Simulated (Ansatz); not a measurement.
Start from `FB[AsH2]` and change one atom or group to get `FBBr`.

Ansatz, PBE0-D4/def2-TZVP geometries, multiplicity 1. 

Scalar relativity is left out up to krypton.

| property | `FB[AsH2]` |
| --- | --- |
| zero-point energy (PBE0-D4/def2-TZVP) / kJ/mol | 80.7 |
| size of the dipole moment (B3LYP/def2-TZVPP) / D | 0.69 |
| HOMO energy (PBE0/def2-TZVPP) / eV | -7.53 |
| HOMO–LUMO gap (PBE/def2-TZVPP) / eV | 4.17 |
| HOMO energy (PBE/def2-TZVPP) / eV | -6.40 |
| LUMO energy (B3LYP/def2-TZVPP) / eV | -1.49 |

**Question.** Give the same properties after the change, and the shifts. (Best estimate.)

**Answer.** Computed: 
| property | `FBBr` | shift |
| --- | --- | --- |
| zero-point energy (PBE0-D4/def2-TZVP) / kJ/mol | 41.6 | -39.1 |
| size of the dipole moment (B3LYP/def2-TZVPP) / D | 0.69 | 0.00 |
| HOMO energy (PBE0/def2-TZVPP) / eV | -8.78 | -1.25 |
| HOMO–LUMO gap (PBE/def2-TZVPP) / eV | 5.20 | 1.03 |
| HOMO energy (PBE/def2-TZVPP) / eV | -7.46 | -1.06 |
| LUMO energy (B3LYP/def2-TZVPP) / eV | -1.50 | -0.01 |

The zero-point energy changes by -39.1 kJ/mol with -6 modes. Dipoles are sizes alone; their direction can turn.

B3LYP here is the variant with VWN-RPA as its local correlation; programs differ in this.

Spin–orbit coupling is left out; it splits and shifts lone-pair levels of the heavy atoms by tenths of an eV.
